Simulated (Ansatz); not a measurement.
The first iterations of a band of C2H6AlNSi (11 atoms, charge 0, multiplicity 1).

All numbers below come from RKS B3LYP-D4/6-31G* in Ansatz.

```
movable images  : 7
climbing image  : yes
spring          : 5.0 eV/Å²
optimiser       : quadratic models (default)
start path      : IDPP
force threshold : 0.03 eV/Å
iteration limit : 60
end points      : relaxed
```

First end point:

```xyz
11
Properties=species:S:1:pos:R:3
C -2.419 -0.385 -0.022
Al -0.483 -0.110 0.076
N 0.615 0.105 1.581
C 1.751 0.302 0.997
Si 1.702 0.224 -0.952
H -2.708 -0.994 -0.887
H -2.796 -0.873 0.885
H -2.940 0.577 -0.116
H 2.652 0.492 1.609
H 2.153 1.481 -1.626
H 2.538 -0.877 -1.523
```

Last end point:

```xyz
11
Properties=species:S:1:pos:R:3
C -2.427 -0.328 -0.037
Al -0.482 -0.120 0.058
N 0.706 -0.622 1.419
C 1.816 -0.201 0.907
Si 1.650 0.638 -0.846
H -2.762 -1.187 0.558
H -2.930 0.562 0.363
H -2.778 -0.464 -1.066
H 2.759 -0.334 1.468
H 2.103 2.064 -0.880
H 2.411 -0.066 -1.924
```

| iteration | highest image above the first end (eV) | largest band force component (eV/Å) |
| --- | --- | --- |
| 1 | 0.004 | 0.210 |
| 2 | 0.001 | 0.094 |

Task: Does the band converge within its limit, and where does its top end?

Result: The forces met the threshold. It ended after 6 iterations with the highest image 0.001 eV above the first end. The top lies less than 8 meV above the higher end, about what the thresholds resolve: that end is a shoulder or a very shallow well. A vibrational analysis at the climbing image gives no mode beyond 40i cm⁻¹: the surface is too flat there to confirm a saddle point.

Time of the run: 110 s on 2 threads of Intel(R) Xeon(R) Platinum 8488C (Sapphire Rapids) (shared host), peak memory 0.21 GiB.
